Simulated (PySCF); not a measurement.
Bonding in `N[Si@H](O[SiH2]C[SiH3])[SiH2][SiH3]`

Compound: CH15NOSi5.
Numbering: `[NH2:1][Si@H:2]([O:3][SiH2:4][CH2:5][SiH3:6])[SiH2:7][SiH3:8]` (hydrogens: H9, H10 on N1; H11 on Si2; H12, H13 on Si4; H14, H15 on C5; H16, H17, H18 on Si6; H19, H20 on Si7; H21, H22, H23 on Si8)

Structure used (GFN2-xTB), in Å, numbered top down from 1:
```xyz
23
CH15NOSi5 angstrom
N      0.1831    1.8520   -1.9529
Si     1.2142    0.5415   -1.4892
O      0.2556   -0.7560   -1.2378
Si    -1.1634   -1.5190   -1.1681
C     -2.4984   -0.3670   -0.4620
Si    -2.0925    0.4150    1.2149
Si     2.3871    0.7103    0.4940
Si     2.1598   -1.0613    1.9689
H     -0.6434    2.0275   -1.4031
H      0.6057    2.7273   -2.2149
H      1.9464    0.2429   -2.7256
H     -1.5205   -1.9472   -2.5225
H     -0.9017   -2.6519   -0.2795
H     -3.4271   -0.9307   -0.3729
H     -2.6971    0.4250   -1.1860
H     -1.9285   -0.6112    2.2463
H     -0.8707    1.2288    1.1392
H     -3.1978    1.3021    1.6064
H      3.8158    0.9389    0.1886
H      2.0418    1.9751    1.1865
H      2.5819   -0.7582    3.3427
H      0.7768   -1.5384    2.0734
H      2.9681   -2.2185    1.5638
```

Bond orders from the PBE0/pcSseg-1 density (PySCF). Geometry: GFN2-xTB, one conformer, isolated molecule. GFN2-xTB frequencies show an imaginary mode (31i cm⁻¹), so this geometry is no minimum at that level.

Question: Where do the orders between heavy atoms depart from those drawn in the SMILES?

Answer: The largest departure is 0.176, at Si2–Si7 (drawn single, 0.824). Drawn single, order below 0.88: Si2–Si7 (0.824).

Question: Give the Mayer order of every bond, beside its length.

Answer: 
```json
{"bond": "N1–Si2", "drawn as": "single", "length (Å)": "1.731", "Mayer order": "1.002"}
{"bond": "Si2–O3", "drawn as": "single", "length (Å)": "1.633", "Mayer order": "0.896"}
{"bond": "O3–Si4", "drawn as": "single", "length (Å)": "1.613", "Mayer order": "0.912"}
{"bond": "Si4–C5", "drawn as": "single", "length (Å)": "1.899", "Mayer order": "0.890"}
{"bond": "C5–Si6", "drawn as": "single", "length (Å)": "1.894", "Mayer order": "0.924"}
{"bond": "Si2–Si7", "drawn as": "single", "length (Å)": "2.310", "Mayer order": "0.824"}
{"bond": "Si7–Si8", "drawn as": "single", "length (Å)": "2.316", "Mayer order": "0.891"}
{"bond": "N1–H9", "drawn as": "single", "length (Å)": "1.008", "Mayer order": "0.940"}
{"bond": "N1–H10", "drawn as": "single", "length (Å)": "1.007", "Mayer order": "0.949"}
{"bond": "Si2–H11", "drawn as": "single", "length (Å)": "1.468", "Mayer order": "0.918"}
{"bond": "Si4–H12", "drawn as": "single", "length (Å)": "1.465", "Mayer order": "0.933"}
{"bond": "Si4–H13", "drawn as": "single", "length (Å)": "1.463", "Mayer order": "0.938"}
{"bond": "C5–H14", "drawn as": "single", "length (Å)": "1.090", "Mayer order": "0.935"}
{"bond": "C5–H15", "drawn as": "single", "length (Å)": "1.091", "Mayer order": "0.931"}
{"bond": "Si6–H16", "drawn as": "single", "length (Å)": "1.464", "Mayer order": "0.951"}
{"bond": "Si6–H17", "drawn as": "single", "length (Å)": "1.470", "Mayer order": "0.928"}
{"bond": "Si6–H18", "drawn as": "single", "length (Å)": "1.470", "Mayer order": "0.953"}
{"bond": "Si7–H19", "drawn as": "single", "length (Å)": "1.479", "Mayer order": "0.927"}
{"bond": "Si7–H20", "drawn as": "single", "length (Å)": "1.483", "Mayer order": "0.926"}
{"bond": "Si8–H21", "drawn as": "single", "length (Å)": "1.469", "Mayer order": "0.934"}
{"bond": "Si8–H22", "drawn as": "single", "length (Å)": "1.467", "Mayer order": "0.926"}
{"bond": "Si8–H23", "drawn as": "single", "length (Å)": "1.469", "Mayer order": "0.934"}
```

Bonds between the same two heavy elements. O–Si: all 2 within 0.02 of one another (0.896 to 0.912). C–Si: lowest Si4–C5 (0.890, 1.899 Å), highest C5–Si6 (0.924, 1.894 Å). Si–Si: lowest Si2–Si7 (0.824, 2.310 Å), highest Si7–Si8 (0.891, 2.316 Å); in 1 of the 1 pairs the longer bond (by over 0.003 Å) has the higher order (by 0.02 or more).

Question: Sum the orders of all bonds at each heavy atom with more than one neighbour and set the sums beside the valence in the SMILES.

Answer: N1 2.891 (drawn 3), Si2 3.640 (drawn 4), O3 1.808 (drawn 2), Si4 3.673 (drawn 4), C5 3.680 (drawn 4), Si6 3.756 (drawn 4), Si7 3.568 (drawn 4), Si8 3.685 (drawn 4). Orders between atoms that aren't bonded are not in these sums.

The Mayer order sums products of elements of PS (density times overlap matrix) between the two atoms' basis functions, so it depends on the basis set.
